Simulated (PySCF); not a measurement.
# Correlation energy of Ba (barium, neutral)

[Xe] 5d1 6s1, high-spin 3D determinant (an excited configuration). All numbers are calculated (PySCF 2.14, scalar relativity by spin-free X2C-1e, in aug-cc-pVDZ-X2C). Frozen: [Xe]; 2 electrons correlated.

With two correlated electrons CCSD is exact within the correlated space (frozen core and kept virtual orbitals).

| level | correlation energy (mhartree) |
| --- | --- |
| CCSD | -1.07 |

Diagnostics: T1 = 0.0054, D1 = 0.0084, largest double amplitude 0.045.

Question: Is a single reference adequate?

Answer: Yes, within this model without spin-orbit coupling: T1 lies below 0.03 and no double amplitude reaches 0.07.
